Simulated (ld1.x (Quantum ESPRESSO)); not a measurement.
# Before and after: TM potential for arsenic (As)

As, norm-conserving Troullier–Martins (Kleinman–Bylander form), made with ld1.x (Quantum ESPRESSO) 7.5 (PBE, scalar-relativistic). Core [Ar] 3d10, reference 4s2 4p1 (charge +2). Waves: 4p (bound): rc 1.60 bohr; 4s (bound): rc 1.30 bohr. Local part: the s channel. Core correction: Bessel-smoothed model core, default radius (core density twice the valence density).

All-electron outer shells of the reference configuration (PBE, scalar-relativistic, ld1.x):

```tsv
shell	level (eV)	outermost node (bohr)	outermost maximum (bohr)
4s	-33.45	0.73	1.57
4p	-22.67	0.77	1.83
```

Change: wave 4p (bound): rc 1.60 bohr becomes 4p (bound): rc 1.26 bohr.

Cutoffs: the cutoffs (Ry, on a coarse ladder) from which the occupation-weighted sum of valence levels, in a spherical-Bessel basis at the reference potential, stays within 10 and 1 mRy of its value at 400 Ry; they do not see the model core or the augmentation charge, which bear on the density cutoff. Errors are all-electron minus pseudo energies relative to the spin-unpolarised reference configuration.

Question: How do hardness, ghosts and transferability respond?

Answer: The potential gets harder (50 Ry and 120 Ry → 80 Ry and 160 Ry); both files keep a bound ghost (p); of the 7 tests that both files solve, the error grows in 4 and shrinks in 1 by more than 15 % and 0.3 meV (median size 22.2 → 27.1 meV). A smaller radius makes the pseudo-wave follow the all-electron one further in, where it bends more sharply, so more plane waves are needed.

| quantity | base | changed |
| --- | --- | --- |
| cutoff, loose | 50 Ry | 80 Ry |
| cutoff, tight | 120 Ry | 160 Ry |
| loose cutoff by channel (10 mRy a level) | p 15 Ry, s 40 Ry | p 80 Ry, s 40 Ry |
| bound ghosts | p | p |
| error for 4s2 4p3, meV [ΔE -27.07 eV] | -22 | -41 |
| error for 4s2 4p2, meV [ΔE -17.92 eV] | -7.5 | -13 |
| error for 4s2 4p0, meV [ΔE 27.70 eV] | -23 | -26 |
| error for 4s1 4p0, meV [ΔE 78.35 eV] | -188 | -205 |
| error for 4s2 4p3.3, meV [ΔE -28.30 eV] | -25 | -48 |
| error for 4s2 4p2.5, meV [ΔE -23.51 eV] | -15 | -27 |
| error for 4s0 4p5, meV [ΔE -8.01 eV] | -22 | -12 |

 A true bound ghost makes a file unfit for plane-wave use even where its test errors are small: the radial tests pick states by their node count and pass the ghost by.
